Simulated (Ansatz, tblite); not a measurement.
Removing and adding an electron: Cd13Te13H30. The state is a singlet with charge 0. Geometry: PBE-D4/def2-SVP. Ansatz, gas phase; energy differences of separate SCF runs; the oxidised species was run as a doublet alone; the reduced species was run as a doublet alone.

Cartesian coordinates in Å:
```
Cd 2.874 -1.991 -1.999
Cd 2.480 -2.737 3.313
Cd 5.400 0.215 2.210
Cd 3.066 2.411 -1.002
Cd 3.596 0.642 4.986
Cd -2.070 -5.729 -1.054
Cd -0.514 -4.464 -3.725
Cd -0.021 0.895 -3.921
Cd -3.855 -2.367 -2.031
Cd -0.648 -0.145 0.760
Cd -1.109 4.551 1.629
Cd -4.130 4.514 -0.883
Cd -1.339 5.035 -2.638
Te 3.897 -1.919 0.926
Te 1.097 -4.197 -1.259
Te 0.609 -4.894 2.281
Te 1.161 0.256 -1.356
Te 0.816 -0.277 3.227
Te 3.361 2.336 1.911
Te 0.667 4.340 -0.648
Te 0.654 3.679 3.942
Te -2.064 -2.606 0.325
Te -1.601 -1.767 -3.744
Te -2.426 2.312 -3.031
Te -5.164 0.347 -1.655
Te -2.499 2.050 0.833
H 4.106 -2.054 -3.171
H 3.126 -3.159 4.843
H 7.078 0.513 2.202
H 4.617 -0.397 4.031
H 4.242 2.949 -2.108
H 2.844 1.591 6.150
H -2.115 -6.623 0.367
H -0.073 -5.462 -5.033
H -2.188 -5.080 -2.665
H 0.777 1.134 -5.405
H -5.037 -3.594 -2.217
H -2.112 5.867 2.074
H -5.694 3.931 -0.697
H -1.276 6.210 -3.870
H -2.667 5.434 -1.093
H 5.142 -3.048 1.003
H 2.134 -5.424 -1.760
H 1.941 -5.905 2.082
H 0.503 -5.432 3.893
H -0.407 -0.830 4.241
H 4.542 3.532 1.993
H 1.333 5.883 -0.561
H 1.499 5.128 3.793
H -0.453 4.486 4.953
H -3.258 -2.445 1.499
H -2.389 -1.931 -5.222
H -2.965 2.711 -4.574
H -5.689 0.284 -3.254
H -6.570 -0.507 -1.212
H -3.227 1.745 2.318
```

In the def2 sets Cd, Te take a core potential; there is no spin–orbit coupling. The xTB rows come from tblite. Single mean-field runs in def2-TZVP are fitted with def2-universal-jkfit.

```
            level  −HOMO (eV)  vertical IE (eV)  −LUMO (eV)  vertical EA (eV)  HOMO–LUMO gap (eV)  IE − EA (eV)
 PBE-D4/def2-TZVP        5.88                 –        2.91              1.79                2.97             –
PBE0-D4/def2-TZVP        6.79              7.70        2.25              1.53                4.54          6.17
```

**Question.** Estimate the rows for GFN1-xTB, GFN2-xTB.

**Answer.** 
```tsv
level	−HOMO (eV)	vertical IE (eV)	−LUMO (eV)	vertical EA (eV)	HOMO–LUMO gap (eV)	IE − EA (eV)
GFN1-xTB	9.48	10.72	6.01	4.92	3.46	5.80
GFN2-xTB	10.37	11.63	6.96	5.64	3.41	5.98
```

Run but left out: PBE-D4/def2-TZVP (charge +1 doublet: an occupied level 0.03 eV above an empty one).   Raw xTB energy differences between charge states are shifted by several eV; the methods need an empirical correction for them. Sets without diffuse functions give affinities that are too small.
